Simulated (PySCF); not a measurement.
C4H10O, singlet, at a GFN2-xTB geometry of the parent state; PySCF with MP2/6-31G*.

PySCF was given this input:
```python
from pyscf import gto, scf, mp

mol = gto.M(
    atom='''
C    -2.35982969   -0.03023635    0.13916635
C    -0.97011987    0.00027248   -0.40685575
C     0.09692071   -0.53950406    0.56070054
C     1.45683769   -0.39082859   -0.09074227
O     1.77147372    0.95186914   -0.13961120
H    -2.76897938   -1.04563552    0.20110872
H    -3.03834302    0.48591634   -0.54588573
H    -2.40990028    0.39659707    1.13937189
H    -0.62619785    1.03693804   -0.58850743
H    -0.93117855   -0.49041316   -1.38693177
H     0.07997256    0.02408467    1.49361956
H    -0.12117966   -1.58875650    0.77466880
H     1.48827799   -0.85532211   -1.09316915
H     2.20739124   -0.94983897    0.50690880
H     2.60549408    1.13325596   -0.59790727
''',
    basis='6-31g*',
    verbose=4,
)

mf = scf.RHF(mol)
mf.kernel()

pt = mp.MP2(mf)
pt.kernel()
print('E(MP2) = %.10f' % pt.e_tot)
```

It wrote (shortened):

```
PySCF version 2.14.0

[INPUT] verbose = 4
[INPUT] num. atoms = 15
[INPUT] num. electrons = 42
[INPUT] charge = 0
[INPUT] spin (= nelec alpha-beta = 2S) = 0
[INPUT] symmetry False subgroup None
[INPUT] Mole.unit = angstrom
[INPUT] Symbol           X                Y                Z      unit          X                Y                Z       unit  Magmom
[INPUT]  1 C     -2.359829690000  -0.030236350000   0.139166350000 AA   -4.459431814717  -0.057138420506   0.262986287255 Bohr   0.0
[INPUT]  2 C     -0.970119870000   0.000272480000  -0.406855750000 AA   -1.833260862299   0.000514912574  -0.768845939705 Bohr   0.0
[INPUT]  3 C      0.096920710000  -0.539504060000   0.560700540000 AA    0.183153597698  -1.019514916491   1.059570458496 Bohr   0.0
[INPUT]  4 C      1.456837690000  -0.390828590000  -0.090742270000 AA    2.753024242044  -0.738558996750  -0.171478038221 Bohr   0.0
[INPUT]  5 O      1.771473720000   0.951869140000  -0.139611200000 AA    3.347600167664   1.798771981025  -0.263826931922 Bohr   0.0
[INPUT]  6 H     -2.768979380000  -1.045635520000   0.201108720000 AA   -5.232612672768  -1.975964758917   0.380040402062 Bohr   0.0
[INPUT]  7 H     -3.038343020000   0.485916340000  -0.545885730000 AA   -5.741636180284   0.918248802051  -1.031574525008 Bohr   0.0
[INPUT]  8 H     -2.409900280000   0.396597070000   1.139371890000 AA   -4.554051516713   0.749459844105   2.153100826128 Bohr   0.0
[INPUT]  9 H     -0.626197850000   1.036938040000  -0.588507430000 AA   -1.183342436291   1.959528903743  -1.112117864972 Bohr   0.0
[INPUT] 10 H     -0.931178550000  -0.490413160000  -1.386931770000 AA   -1.759672432570  -0.926746560283  -2.620921198758 Bohr   0.0
[INPUT] 11 H      0.079972560000   0.024084670000   1.493619560000 AA    0.151126235880   0.045513430101   2.822531902693 Bohr   0.0
[INPUT] 12 H     -0.121179660000  -1.588756500000   0.774668800000 AA   -0.228996369268  -3.002314663623   1.463911869245 Bohr   0.0
[INPUT] 13 H      1.488277990000  -0.855322110000  -1.093169150000 AA    2.812437798318  -1.616324536185  -2.065790301324 Bohr   0.0
[INPUT] 14 H      2.207391240000  -0.949838970000   0.506908800000 AA    4.171364893364  -1.794935515739   0.957918802132 Bohr   0.0
[INPUT] 15 H      2.605494080000   1.133255960000  -0.597907270000 AA    4.923670230376   2.141543393431  -1.129880988186 Bohr   0.0

nuclear repulsion = 189.955754707696
number of shells = 50
number of NR pGTOs = 175
number of NR cGTOs = 90
basis = 6-31g*
ecp = {}

******** <class 'pyscf.scf.hf.RHF'> ********
method = RHF
initial guess = minao
damping factor = 0
level_shift factor = 0
DIIS = <class 'pyscf.scf.diis.CDIIS'>
diis_start_cycle = 1
diis_space = 8
diis_damp = 0
SCF conv_tol = 1e-09
SCF conv_tol_grad = None
SCF max_cycles = 50
direct_scf = True
direct_scf_tol = 1e-13
Set gradient conv threshold to 3.16228e-05
Initial guess from minao.
init E= -232.902567657622
  HOMO = -0.300598850267987  LUMO = 0.133355405362199  gap/eV = 11.80850
cycle= 1 E= -232.059505302275  delta_E= 0.843  |g|= 0.538  |ddm|= 3.06
  HOMO = -0.383348828031997  LUMO = 0.21482496372335  gap/eV = 16.27714
cycle= 2 E= -232.123135563994  delta_E= -0.0636  |g|= 0.252  |ddm|= 0.523
  HOMO = -0.415471859011448  LUMO = 0.216759784787786  gap/eV = 17.20390
cycle= 3 E= -232.135127602508  delta_E= -0.012  |g|= 0.0608  |ddm|= 0.207
  HOMO = -0.412279416104382  LUMO = 0.223859896202773  gap/eV = 17.31023
cycle= 4 E= -232.136122314027  delta_E= -0.000995  |g|= 0.00765  |ddm|= 0.0583
  HOMO = -0.414465240305613  LUMO = 0.222749045098483  gap/eV = 17.33948
cycle= 5 E= -232.136140705752  delta_E= -1.84e-05  |g|= 0.00192  |ddm|= 0.0106
  HOMO = -0.414257225611268  LUMO = 0.222853330750904  gap/eV = 17.33666
cycle= 6 E= -232.136142091309  delta_E= -1.39e-06  |g|= 0.000589  |ddm|= 0.00282
  HOMO = -0.414391004165183  LUMO = 0.222840097596513  gap/eV = 17.33994
cycle= 7 E= -232.136142230508  delta_E= -1.39e-07  |g|= 0.000119  |ddm|= 0.00102
  HOMO = -0.414394942161138  LUMO = 0.222845145004098  gap/eV = 17.34019
cycle= 8 E= -232.136142238194  delta_E= -7.69e-09  |g|= 3.1e-05  |ddm|= 0.000255
  HOMO = -0.414397322009378  LUMO = 0.222844428724684  gap/eV = 17.34023
cycle= 9 E= -232.136142238559  delta_E= -3.64e-10  |g|= 7.26e-06  |ddm|= 4.87e-05
  HOMO = -0.414396636201083  LUMO = 0.222844707417929  gap/eV = 17.34022
Extra cycle  E= -232.136142238577  delta_E= -1.85e-11  |g|= 3.23e-06  |ddm|= 1.03e-05
converged SCF energy = -232.136142238577

******** <class 'pyscf.mp.mp2.RMP2'> ********
nocc = 21, nmo = 90
E(RMP2) = -232.845096321074  E_corr = -0.708954082496669
E(SCS-RMP2) = -232.83691431424  E_corr = -0.700772075662688
E_corr(same-spin) = -0.173045565384594
E_corr(oppo-spin) = -0.535908517112075
E(MP2) = -232.8450963211
```
